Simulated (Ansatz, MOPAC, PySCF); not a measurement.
Dimer: NH3 (SMILES N) (first 4 atoms) with C3H8 (SMILES CCC); geometry from B3LYP-D3(BJ)/def2-TZVP, rigid monomers moved along the line of their centres of mass till H2···H11 is 3.25 Å.
(charge 0, multiplicity 1):
| atom | x (Å) | y (Å) | z (Å) |
|---|---|---|---|
| N | 0.2960 | 0.1290 | 0.4838 |
| H | 0.1338 | 0.8239 | 1.2036 |
| H | 0.9649 | 0.5202 | -0.1696 |
| H | -0.5775 | 0.0029 | -0.0148 |
| C | 1.1830 | -0.0019 | 5.0328 |
| C | -0.2999 | 0.3602 | 5.0643 |
| C | -1.2000 | -0.8205 | 4.7086 |
| H | 1.8117 | 0.8562 | 5.2797 |
| H | 1.4040 | -0.7936 | 5.7531 |
| H | 1.4718 | -0.3642 | 4.0441 |
| H | -0.4900 | 1.1866 | 4.3706 |
| H | -0.5652 | 0.7400 | 6.0556 |
| H | -2.2555 | -0.5407 | 4.7248 |
| H | -0.9618 | -1.2015 | 3.7134 |
| H | -1.0628 | -1.6403 | 5.4183 |

Counterpoise-corrected where a basis set is named; no monomer relaxation. Rows marked so take none.

Frozen-core correlation. Rows in 3-21G, 6-31G* carry no dispersion term and start afresh at each structure (6-31G* with six Cartesian d functions). MP2/6-31G* freezes PySCF's default core. The state that PM3, PM7 reach isn't checked; PM7 holds dispersion and hydrogen-bond terms.

Programs: Ansatz (Gaussian basis) for Hartree–Fock, density functionals and correlated methods; MOPAC for PM3, PM7 (differences of heats of formation); PySCF for 3-21G rows, 6-31G* rows, the dispersion terms. 

Other levels give for the interaction energy: PBE/def2-TZVPPD -1.6; B3LYP/def2-TZVPPD 0.0; B3LYP-D3(BJ)/def2-TZVPPD -2.3; wB97M-V/def2-TZVPPD -2.5; CCSD(T)/aug-cc-pVDZ -2.4 kJ/mol.

Common cheap choices:

| level | interaction energy (kJ/mol) |
|---|---|
| PM3 | -0.5 |
| PM7 | -3.2 |
| HF/6-31G* | -0.5 |
| HF/6-31G* (no counterpoise) | -1.4 |
| B3LYP/3-21G (no counterpoise) | -1.8 |
| B3LYP/6-31G* (no counterpoise) | -1.6 |
| MP2/6-31G* | -1.4 |
| MP2/6-31G* (no counterpoise) | -2.8 |

Ansatz is a quantum-chemistry and plane-wave program.
